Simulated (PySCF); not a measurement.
C2H4FNOSi, SMILES O[Si@@H]1C=N[C@@H]1F.

Geometry: r2SCAN-D4/def2-SVP. The structure was generated by enumeration; whether it is a known compound was not checked. Other conformers were not sampled.

Method: PBE0/def2-TZVP (PySCF).

Gas-phase values at a fixed geometry.

Q: Estimate the frontier levels, gap, dipole moment and polarisability. (The exact figures need the calculation; the answer reports its results.)

A: 
```json
{
 "highest_occupied_level": "-7.31 eV",
 "lowest_empty_level": "-1.48 eV",
 "orbital_gap": "5.83 eV",
 "dipole_moment": "0.330 e·Å",
 "quadrupole, principal values (traceless, Buckingham form, about the centre of nuclear charge)": "-11.37, 3.60, 7.76 D·Å",
 "mean_static_polarisability": "55.0 bohr³ (8.15 Å³)",
 "polarisability_principal_values": "46.5, 56.1, 62.3 bohr³"
}
```
